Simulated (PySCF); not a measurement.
PySCF input (PW6B95/def2-TZVPD):

```python
from pyscf import gto, scf, dft

mol = gto.M(
    atom='''
    Al   -0.00000000   -0.00000000   -1.15422869
    Cl    0.00000000    0.00000000    0.88264547
    ''',
    basis='def2-tzvpd',
    charge=1,
    spin=1,
    symmetry='C2v',
    verbose=4,
)

mf = dft.UKS(mol, xc='pw6b95').density_fit(auxbasis='def2-universal-jkfit')
mf.grids.level = 3
mf.conv_tol = 1e-9
mf.max_cycle = 100
mf.max_memory = 1500
mf.kernel()
if not mf.converged:
    mf = mf.newton()
    mf.kernel(mf.make_rdm1())
mf.analyze()
```

End of the output:

```
Extra cycle  E= -702.952625057684  delta_E= -4.77e-12  |g|= 5.78e-07  |ddm|= 4.07e-06
converged SCF energy = -702.952625057684  <S^2> = 0.75205676  2S+1 = 2.0020557
**** SCF Summaries ****
Total Energy =                        -702.952625057684145
Nuclear Repulsion Energy =              57.415507501612183
One-electron Energy =                -1079.362304370400580
Two-electron Energy =                  318.994171811104252
Two-electron Coulomb Energy =          366.275773546288519
DFT Exchange-Correlation Energy =      -47.281601735184275
HOMO-LUMO gap [eV] =                     3.416260589326563
Wave-function symmetry = A1
alpha occupancy for each irrep:     A1   A2   B1   B2
                                     9    0    3    3
beta  occupancy for each irrep:     A1   A2   B1   B2
                                     8    0    3    3
**** MO energy ****
alpha MO #1 (A1 #1), energy= -102.164259101319 occ= 1
alpha MO #2 (A1 #2), energy= -56.6780647082064 occ= 1
alpha MO #3 (A1 #3), energy= -9.80396365260445 occ= 1
alpha MO #4 (A1 #4), energy= -7.53666095105687 occ= 1
alpha MO #5 (B1 #1), energy= -7.52995510997505 occ= 1
alpha MO #6 (B2 #1), energy= -7.52995510997505 occ= 1
alpha MO #7 (A1 #5), energy= -4.55961414901287 occ= 1
alpha MO #8 (B1 #2), energy= -3.08896231400245 occ= 1
alpha MO #9 (B2 #2), energy= -3.08896231400245 occ= 1
alpha MO #10 (A1 #6), energy= -3.08625157710261 occ= 1
alpha MO #11 (A1 #7), energy= -1.08157057907599 occ= 1
alpha MO #12 (A1 #8), energy= -0.683777959257444 occ= 1
alpha MO #13 (B1 #3), energy= -0.584701930385023 occ= 1
alpha MO #14 (B2 #3), energy= -0.584701930385027 occ= 1
alpha MO #15 (A1 #9), energy= -0.542692758984636 occ= 1
alpha MO #16 (B1 #4), energy= -0.301249949363239 occ= 0
alpha MO #17 (B2 #4), energy= -0.301249949363246 occ= 0
alpha MO #18 (A1 #10), energy= -0.202941408521518 occ= 0
alpha MO #19 (A1 #11), energy= -0.137004235498114 occ= 0
alpha MO #20 (A1 #12), energy= -0.11065499710822 occ= 0
alpha MO #21 (A2 #1), energy= -0.1106548341897 occ= 0
alpha MO #22 (B1 #5), energy= -0.0892479693613861 occ= 0
alpha MO #23 (B2 #5), energy= -0.0892479693613879 occ= 0
alpha MO #24 (A1 #13), energy= -0.0763265743916044 occ= 0
alpha MO #25 (B1 #6), energy= -0.0716507439459804 occ= 0
alpha MO #26 (B2 #6), energy= -0.0716507439459839 occ= 0
alpha MO #27 (A1 #14), energy= -0.0492740435207253 occ= 0
alpha MO #28 (A1 #15), energy= -0.014756615552951 occ= 0
alpha MO #29 (B1 #7), energy= 0.00101024439323361 occ= 0
alpha MO #30 (B2 #7), energy= 0.00101024439324071 occ= 0
alpha MO #31 (A1 #16), energy= 0.0253137083722095 occ= 0
alpha MO #32 (A2 #2), energy= 0.0253138667651569 occ= 0
alpha MO #33 (A2 #3), energy= 0.0521031261151152 occ= 0
alpha MO #34 (A1 #17), energy= 0.052103192151131 occ= 0
alpha MO #35 (A1 #18), energy= 0.0621045108316983 occ= 0
alpha MO #36 (B1 #8), energy= 0.0685724933792464 occ= 0
alpha MO #37 (B2 #8), energy= 0.0685724933792251 occ= 0
alpha MO #38 (A1 #19), energy= 0.0769779945750196 occ= 0
alpha MO #39 (B1 #9), energy= 0.163101727796308 occ= 0
alpha MO #40 (B2 #9), energy= 0.163101727796304 occ= 0
alpha MO #41 (A1 #20), energy= 0.166987187304564 occ= 0
alpha MO #42 (A1 #21), energy= 0.237560538303502 occ= 0
alpha MO #43 (B1 #10), energy= 0.344844599422707 occ= 0
alpha MO #44 (B2 #10), energy= 0.344844599422705 occ= 0
alpha MO #45 (A1 #22), energy= 0.353548658813128 occ= 0
alpha MO #46 (B1 #11), energy= 0.391426392533452 occ= 0
alpha MO #47 (B2 #11), energy= 0.391426392533441 occ= 0
alpha MO #48 (A1 #23), energy= 0.399031965147884 occ= 0
alpha MO #49 (A2 #4), energy= 0.399032702054723 occ= 0
alpha MO #50 (B1 #12), energy= 0.485211957569669 occ= 0
alpha MO #51 (B2 #12), energy= 0.485211957569676 occ= 0
alpha MO #52 (A2 #5), energy= 0.529010634031244 occ= 0
alpha MO #53 (A1 #24), energy= 0.529012891429758 occ= 0
alpha MO #54 (A1 #25), energy= 0.533011831293749 occ= 0
alpha MO #55 (A1 #26), energy= 0.544062420687834 occ= 0
alpha MO #56 (A2 #6), energy= 0.544062507699239 occ= 0
alpha MO #57 (B1 #13), energy= 0.564359392283308 occ= 0
alpha MO #58 (B2 #13), energy= 0.564359392283293 occ= 0
alpha MO #59 (A1 #27), energy= 0.63251880143099 occ= 0
alpha MO #60 (B1 #14), energy= 0.76252127980144 occ= 0
alpha MO #61 (B2 #14), energy= 0.762521279801431 occ= 0
alpha MO #62 (A1 #28), energy= 0.852503815379094 occ= 0
alpha MO #63 (A1 #29), energy= 0.935707722955783 occ= 0
alpha MO #64 (B1 #15), energy= 1.60231716147563 occ= 0
alpha MO #65 (B2 #15), energy= 1.60231716147561 occ= 0
alpha MO #66 (A1 #30), energy= 1.70535254289259 occ= 0
alpha MO #67 (A2 #7), energy= 1.70535822288072 occ= 0
alpha MO #68 (B1 #16), energy= 1.75042999847017 occ= 0
alpha MO #69 (B2 #16), energy= 1.75042999847017 occ= 0
alpha MO #70 (A1 #31), energy= 1.76855835113593 occ= 0
alpha MO #71 (B1 #17), energy= 1.8601026678783 occ= 0
alpha MO #72 (B2 #17), energy= 1.86010266787829 occ= 0
alpha MO #73 (A1 #32), energy= 1.8633840003287 occ= 0
alpha MO #74 (A1 #33), energy= 1.91078924791357 occ= 0
alpha MO #75 (A2 #8), energy= 1.91079051208299 occ= 0
alpha MO #76 (B1 #18), energy= 2.09760300476239 occ= 0
alpha MO #77 (B2 #18), energy= 2.09760300476239 occ= 0
alpha MO #78 (B1 #19), energy= 2.15627362588641 occ= 0
alpha MO #79 (B2 #19), energy= 2.15627362588641 occ= 0
alpha MO #80 (A1 #34), energy= 2.20868986857647 occ= 0
alpha MO #81 (A1 #35), energy= 2.59929155983849 occ= 0
alpha MO #82 (A1 #36), energy= 6.77630053257938 occ= 0
alpha MO #83 (B1 #20), energy= 8.8867349261359 occ= 0
alpha MO #84 (B2 #20), energy= 8.88673492613585 occ= 0
alpha MO #85 (A1 #37), energy= 9.12155029431703 occ= 0
alpha MO #86 (B1 #21), energy= 10.555364227605 occ= 0
alpha MO #87 (B2 #21), energy= 10.555364227605 occ= 0
alpha MO #88 (A1 #38), energy= 10.8825714342221 occ= 0
alpha MO #89 (A1 #39), energy= 24.6690839642255 occ= 0
beta  MO #1 (A1 #1), energy= -102.162618040525 occ= 1
beta  MO #2 (A1 #2), energy= -56.6737754515966 occ= 1
beta  MO #3 (A1 #3), energy= -9.80258857537577 occ= 1
beta  MO #4 (A1 #4), energy= -7.5312645206057 occ= 1
beta  MO #5 (B1 #1), energy= -7.52919676182666 occ= 1
beta  MO #6 (B2 #1), energy= -7.52919676182666 occ= 1
beta  MO #7 (A1 #5), energy= -4.5525100574591 occ= 1
beta  MO #8 (B1 #2), energy= -3.08454496779818 occ= 1
beta  MO #9 (B2 #2), energy= -3.08454496779818 occ= 1
beta  MO #10 (A1 #6), energy= -3.07834403956868 occ= 1
beta  MO #11 (A1 #7), energy= -1.07074745688142 occ= 1
beta  MO #12 (A1 #8), energy= -0.658872691012199 occ= 1
beta  MO #13 (B1 #3), energy= -0.581795704326513 occ= 1
[...]
```
